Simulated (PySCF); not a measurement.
Cu (copper, neutral): BP86 calculation

Configuration: [Ar] 3d10 4s1, 2S determinant. Calculation: PySCF 2.14, in pcseg-2 (6s4p3d2f1g, 56 functions); no relativity, point nucleus.

| Property | Result |
| --- | --- |
| Total energy | -1640.793 hartree |
| One-electron energy | -2288.008 hartree |
| Hartree (Coulomb) energy | 714.669 hartree |
| Exchange-correlation energy | -67.454 hartree |
| Kinetic energy | 1639.61444 hartree |
| ⟨S²⟩ | 0.7522 |
| ⟨L²⟩ | 0.000 |
| Sum of ⟨r⟩ | 21.06 bohr |
| Sum of ⟨r²⟩ | 30.75 bohr² |
| Density at the nucleus (Gaussians lack the cusp) | 16400 bohr⁻³ |
| Spin density at the nucleus | 4.90 bohr⁻³ |
| Langevin diamagnetic susceptibility | -24.4 ×10⁻⁶ cm³/mol |
| Time after the integrals | 0.69 s of wall time on 1 thread of Neoverse-V2 (shared host) |

```tsv
shell	electrons	mean orbital energy (hartree)	rms radius, mean of both spins (bohr)
1s α	1	-321.50928	0.0612
1s β	1	-321.50832	0.0612
2s β	1	-38.21012	0.259
2s α	1	-38.20871	0.259
2p β	3	-33.49625	0.230
2p α	3	-33.49539	0.230
3s β	1	-4.06866	0.777
3s α	1	-4.06712	0.777
3p β	3	-2.60536	0.821
3p α	3	-2.60438	0.821
3d α	5	-0.18825	1.22
3d β	5	-0.18273	1.22
4s α	1	-0.17938	3.18
```
